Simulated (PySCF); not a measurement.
`O[Si](O)(O)C(F)F`. Method used: PBE0-D3(BJ)/def2-SVP geometry optimisation, gas phase (PySCF 2.14.0).

```
atom  x, y, z in Å
O1    -0.6146   -0.5923    1.6851
Si2   -0.4811   -0.0883    0.1263
O3    -0.6620   -1.2559   -1.0277
O4    -1.6166    1.0671   -0.1602
C5     1.3205    0.5174    0.0073
F6     1.4732    1.3349   -1.0692
F7     2.0980   -0.5914   -0.2052
H8    -1.4808   -0.8765    1.9918
H9     0.1225   -1.7951   -1.1775
H10   -1.8483    1.2103   -1.0830
H11    1.7202    1.0392    0.8950
```

**Question.** Which two atoms are farthest apart?

**Answer.** F6···H8, 4.79 Å; the next longest distance is 4.43 Å.

**Question.** Where is the centre of mass (commonest isotopes), and what is the radius of gyration?

**Answer.** Mass 129.990 u; centre at (0.173, 0.038, -0.092) Å; Rg = √(Σ m r²/M) = 1.761 Å. As Ia + Ib + Ic = 2 Σ m r², the three principal moments sum to 806.4 u·Å².

**Question.** Work out the bond lengths O1–Si2, O1–H8, Si2–O4, Si2–C5, O3–H9, O4–H10, C5–F6, C5–F7 in Å.

**Answer.** For O1–Si2 the difference vector is (0.1335, 0.5040, -1.5588) Å, of length 1.6437 Å. O1–Si2 1.644; O1–H8 0.962; Si2–O4 1.645; Si2–C5 1.904; O3–H9 0.964; O4–H10 0.962; C5–F6 1.360; C5–F7 1.371 Å.

**Question.** What is the repulsion energy of the bare nuclei, Σ ZA·ZB/RAB?

**Answer.** 430.17 Eh over 55 pairs, with full nuclear charges and distances in bohr; the largest single term is 36.06 Eh (O1 with Si2).

**Question.** Write the matrix of distances between heavy atoms (Å, lower triangle).

**Answer.** 
```
O1    0.000
Si2   1.644  0.000
O3    2.793  1.652  0.000
O4    2.676  1.645  2.657  0.000
C5    2.791  1.904  2.854  2.993  0.000
F6    3.957  2.697  3.358  3.232  1.360  0.000
F7    3.306  2.649  2.956  4.068  1.371  2.202  0.000
```

Stationary, but not proved a minimum. The numbers are those of one conformer.

Hardware: one thread, Arm Neoverse V1 (aarch64), no GPU, shared host with 32 logical CPUs at a one-minute load of 25. Cost: 94 s of wall time, 0.51 GiB resident at most. These figures are those of the optimisation.
